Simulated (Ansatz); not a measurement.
Ansatz (an electronic-structure program) input (MP2/LANL2DZ): The .json file is the Basis Set Exchange's LANL2DZ.

Ansatz 0.2 input:
```yaml
crystal:
  periodic: [false, false, false]
  atoms:
    - {symbol: C, position_ang: [1.68921100, -0.38959500, -0.52708400]}
    - {symbol: C, position_ang: [0.75462200, 0.15395700, 0.24251600]}
    - {symbol: C, position_ang: [-0.62612700, 0.49238900, -0.22442500]}
    - {symbol: O, position_ang: [-1.62950200, -0.17134000, 0.54492700]}
    - {symbol: H, position_ang: [1.50020700, -0.61143900, -1.57187200]}
    - {symbol: H, position_ang: [2.67602000, -0.62453300, -0.14926200]}
    - {symbol: H, position_ang: [0.95992000, 0.36218300, 1.28875800]}
    - {symbol: H, position_ang: [-0.72965400, 0.26416300, -1.29209100]}
    - {symbol: H, position_ang: [-0.82542400, 1.55786500, -0.09042600]}
    - {symbol: H, position_ang: [-1.45128400, -1.11802300, 0.50942900]}
basis:
  gaussian:
    orbitals: LANL2DZ.json
magnetization: {spin_polarized: false}
correlation: {method: mp2, electrons: outside_noble_gas}
```

Output:

```
Functional definition: HF
integrals: 0.01 GiB planned
626 factors; integrals over basis functions are off by at most 5.9e-4 eV
mean field: 0.11 GiB planned
mean field evaluation 1: about -5218.7439 eV, gradient 3.1e1 eV
mean field evaluation 2: about -5218.7313 eV, gradient 3.1e1 eV
mean field evaluation 4: about -5221.1424 eV, gradient 3.4e0 eV
mean field evaluation 8: about -5221.1738 eV, gradient 7.7e-5 eV
mean field -5221.17375539 eV, -191.8745964720 hartree, gradient 8.1e-6 eV, S^2 0.000000; 0 other end points of the search recorded, 0 dependent functions left out
4 core orbitals not correlated
reference -5221.17375539 eV, -191.8745964720 hartree; 12, 12 occupied and 32, 32 virtual orbitals, 626 factors
second order -9.99470474 eV of doubles, -0.00000000 eV of singles
Total energy: -5231.16846013 eV, -192.2418950964 hartree
```

The geometry given is a B3LYP-D3(BJ)/def2-TZVP minimum.
